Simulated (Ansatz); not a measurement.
`CO[B-](OC)(OC)Oc1ccc(F)cc1` with charge +0. Charge 0, multiplicity 2. Geometry PBE-D4/def2-SVP, that of the charge -1 singlet; atoms count from 1.

```xyz
28

C    -1.490   -2.183    1.947
O    -1.247   -2.164    0.579
B    -0.884   -0.871   -0.006
O    -1.898    0.167    0.190
C    -3.131   -0.083   -0.405
O    -0.634   -1.038   -1.435
C     0.313   -1.985   -1.809
O     0.369   -0.406    0.727
C     1.056    0.681    0.406
C     2.273    0.935    1.099
C     3.062    2.059    0.817
C     2.646    2.954   -0.175
F     3.409    4.053   -0.456
C     1.455    2.738   -0.878
C     0.664    1.616   -0.595
H    -1.819   -3.203    2.260
H    -0.585   -1.921    2.555
H    -2.291   -1.463    2.259
H    -3.618   -1.019   -0.025
H    -3.830    0.763   -0.195
H    -3.062   -0.198   -1.517
H     1.357   -1.708   -1.502
H     0.321   -2.093   -2.921
H     0.111   -2.994   -1.370
H     2.578    0.213    1.872
H     4.001    2.252    1.358
H     1.152    3.463   -1.650
H    -0.277    1.435   -1.129
```

Estimate the Mulliken populations from the PBE0/def2-SVP orbitals of Ansatz.


```json
{"atom": "C1", "charge (e)": "0.13", "spin (α − β)": "0.00"}
{"atom": "O2", "charge (e)": "-0.33", "spin (α − β)": "0.08"}
{"atom": "B3", "charge (e)": "0.14", "spin (α − β)": "-0.02"}
{"atom": "O4", "charge (e)": "-0.37", "spin (α − β)": "0.07"}
{"atom": "C5", "charge (e)": "0.14", "spin (α − β)": "0.00"}
{"atom": "O6", "charge (e)": "-0.37", "spin (α − β)": "0.02"}
{"atom": "C7", "charge (e)": "0.14", "spin (α − β)": "0.00"}
{"atom": "O8", "charge (e)": "-0.20", "spin (α − β)": "0.31"}
{"atom": "C9", "charge (e)": "0.21", "spin (α − β)": "0.04"}
{"atom": "C10", "charge (e)": "0.00", "spin (α − β)": "0.21"}
{"atom": "C11", "charge (e)": "-0.08", "spin (α − β)": "-0.11"}
{"atom": "C12", "charge (e)": "0.33", "spin (α − β)": "0.29"}
{"atom": "F13", "charge (e)": "-0.20", "spin (α − β)": "0.03"}
{"atom": "C14", "charge (e)": "-0.08", "spin (α − β)": "-0.14"}
{"atom": "C15", "charge (e)": "0.02", "spin (α − β)": "0.21"}
{"atom": "H16", "charge (e)": "0.03", "spin (α − β)": "0.00"}
{"atom": "H17", "charge (e)": "0.02", "spin (α − β)": "0.01"}
{"atom": "H18", "charge (e)": "0.03", "spin (α − β)": "0.00"}
{"atom": "H19", "charge (e)": "0.03", "spin (α − β)": "0.01"}
{"atom": "H20", "charge (e)": "0.03", "spin (α − β)": "0.00"}
{"atom": "H21", "charge (e)": "0.04", "spin (α − β)": "0.01"}
{"atom": "H22", "charge (e)": "0.00", "spin (α − β)": "0.00"}
{"atom": "H23", "charge (e)": "0.03", "spin (α − β)": "0.00"}
{"atom": "H24", "charge (e)": "0.04", "spin (α − β)": "0.00"}
{"atom": "H25", "charge (e)": "0.07", "spin (α − β)": "-0.01"}
{"atom": "H26", "charge (e)": "0.07", "spin (α − β)": "0.00"}
{"atom": "H27", "charge (e)": "0.07", "spin (α − β)": "0.00"}
{"atom": "H28", "charge (e)": "0.09", "spin (α − β)": "-0.01"}
```
Mulliken values depend strongly on the basis.

Where does the spin sit?

Summed by element: C 0.50, O 0.47, B -0.02, F 0.03, H 0.02, of 1 unpaired in all. Largest on single atoms: O8 0.31, C12 0.29, C15 0.21.

And the Mayer bond orders between heavy atoms (over 0.3)?

C1–O2 1.00 (1.39 Å); O2–B3 1.11 (1.46 Å); B3–O4 1.08 (1.47 Å); B3–O6 1.11 (1.46 Å); B3–O8 0.76 (1.52 Å); O4–C5 0.99 (1.39 Å); O6–C7 0.99 (1.39 Å); O8–C9 1.37 (1.33 Å); C9–C10 1.23 (1.42 Å); C9–C15 1.21 (1.43 Å); C10–C11 1.44 (1.40 Å); C11–C12 1.28 (1.40 Å); C12–F13 1.07 (1.37 Å); C12–C14 1.29 (1.40 Å); C14–C15 1.42 (1.40 Å).
